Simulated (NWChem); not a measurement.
Extrapolating the MP2 correlation energy of sulfur difluoride (F₂S)

```xyz
3

F      1.2275     0.0000    -0.4916
S      0.0000     0.0000     0.5530
F     -1.2275     0.0000    -0.4916
```
Charge 0, spin multiplicity 1.

All runs are NWChem calculations. Structure: optimised with PBE0/def2-SVP, a minimum by its harmonic frequencies.

The correlated methods keep 7 core orbitals frozen.

Worked example. The MP2 correlation energy is -675.58 mHa in cc-pVTZ and -739.35 mHa in cc-pVQZ. The form E(X) = E∞ + A/X³ turns the pair into an estimate of the basis-set limit.

E∞ = (4³·(-739.35) − 3³·(-675.58))/(4³ − 3³) = -785.9 mHa. The larger basis holds 94 % of that, at about 5 times the processor time of the smaller one. This is a two-point estimate.
